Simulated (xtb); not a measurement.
F5OSi2 (SMILES F[Si](F)O[Si](F)(F)F), doublet, at a GFN2-xTB geometry; GFN1-xTB (xtb).

The xtb input:
```
$ xtb mol.xyz --gfn 1 --uhf 1 --json

# file mol.xyz
8

F      2.20011764    -1.06442519     0.65487727
Si     1.70428557    -0.29486835    -0.65210567
F      2.27772733     1.17402423    -0.40915710
O      0.09817923    -0.22147890    -0.63504472
Si    -1.26633224     0.06062436     0.13167171
F     -1.11751161     1.09439036     1.30740527
F     -1.83542376    -1.27737525     0.73129263
F     -2.29344075     0.63463556    -0.91036990
```

**Question.** Predict the main parts of the log of this xtb run.

**Answer.** 
```
   ID    Z sym.   atoms
    1    9 F      1, 3, 6-8
    2   14 Si     2, 5
    3    8 O      4

           -------------------------------------------------
          |                Calculation Setup                |
           -------------------------------------------------

           -------------------------------------------------
          |                 G F N 1 - x T B                 |
           -------------------------------------------------

          ...................................................
          :                      SETUP                      :
          :.................................................:
          :  # basis functions                  44          :
          :  # atomic orbitals                  42          :
          :  # shells                           18          :
          :  # electrons                        49          :
          :  # halogen bonds                     0          :
          :  max. iterations                   250          :
          :  Hamiltonian                  GFN1-xTB          :
          :  restarted?                      false          :
          :  GBSA solvation                  false          :
          :  PC potential                    false          :
          :  electronic temp.          300.0000000     K    :
          :  accuracy                    1.0000000          :
          :  -> integral cutoff          0.2500000E+02      :
          :  -> integral neglect         0.1000000E-07      :
          :  -> SCF convergence          0.1000000E-05 Eh   :
          :  -> wf. convergence          0.2000000E-04 e    :
          :  Broyden damping             0.4000000          :
          :  net charge                          0          :
          :  unpaired electrons                  1          :
          ...................................................

 iter      E             dE          RMSdq      gap      omega  full diag
   1    -34.6339325 -0.346339E+02  0.914E+00    6.76       0.0  T
   2    -34.6432151 -0.928261E-02  0.534E+00    6.61       1.0  T
   3    -34.6003422  0.428729E-01  0.153E+00    6.54       1.0  T
   4    -34.6491718 -0.488296E-01  0.300E-01    6.51       1.0  T
   5    -34.6493721 -0.200377E-03  0.101E-01    6.53       1.0  T
   6    -34.6494551 -0.829503E-04  0.249E-02    6.53       1.4  T
   7    -34.6494653 -0.101988E-04  0.327E-03    6.53      10.8  T
   8    -34.6494654 -0.123422E-06  0.607E-04    6.53      58.2  T
[...]
         :: total energy             -34.542362863402 Eh    ::
[...]
        33                          0.1465589               3.9881
        34                          0.1586228               4.3163
        35                          0.2331221               6.3436
        36                          0.2540453               6.9129
       ...                                ...                  ...
        42                          1.3158686              35.8066
      -------------------------------------------------------------
                  HL-Gap            0.2399593 Eh            6.5296 eV
             Fermi-level           -0.3532538 Eh           -9.6125 eV

  Mulliken/CM5 charges         n(s)   n(p)   n(d)
     1F    -0.21860 -0.19487   1.765  5.453  0.000
     2Si    0.62583  0.58140   1.112  1.240  1.022
     3F    -0.21797 -0.19423   1.765  5.453  0.000
     4O    -0.31367 -0.32043   1.612  4.702  0.000
     5Si    0.73387  0.66243   0.748  1.197  1.320
     6F    -0.19963 -0.17461   1.748  5.452  0.000
     7F    -0.20410 -0.17907   1.748  5.456  0.000
     8F    -0.20575 -0.18062   1.747  5.459  0.000

Wiberg/Mayer (AO) data.
largest (>0.10) Wiberg bond orders for each atom

 ---------------------------------------------------------------------------
     #   Z sym  total        # sym  WBO       # sym  WBO       # sym  WBO
 ---------------------------------------------------------------------------
     1   9 F    1.333 --     2 Si   1.275
     2  14 Si   3.886 --     3 F    1.276     1 F    1.275     4 O    1.232
     3   9 F    1.334 --     2 Si   1.276
     4   8 O    2.608 --     5 Si   1.269     2 Si   1.232
     5  14 Si   5.137 --     4 O    1.269     6 F    1.266     7 F    1.258
                             8 F    1.255
     6   9 F    1.355 --     5 Si   1.266
     7   9 F    1.348 --     5 Si   1.258
     8   9 F    1.345 --     5 Si   1.255
 ---------------------------------------------------------------------------

Topologies differ in total number of bonds
Writing topology from bond orders to xtbtopo.mol

 dipole moment from electron density (au)
     X       Y       Z
   0.3022  -0.3366  -0.7008  total (Debye):    2.120

           -------------------------------------------------
          | TOTAL ENERGY              -34.542362863402 Eh   |
          | GRADIENT NORM               0.038205980036 Eh/α |
          | HOMO-LUMO GAP               6.529625786056 eV   |
           -------------------------------------------------

normal termination of xtb
```
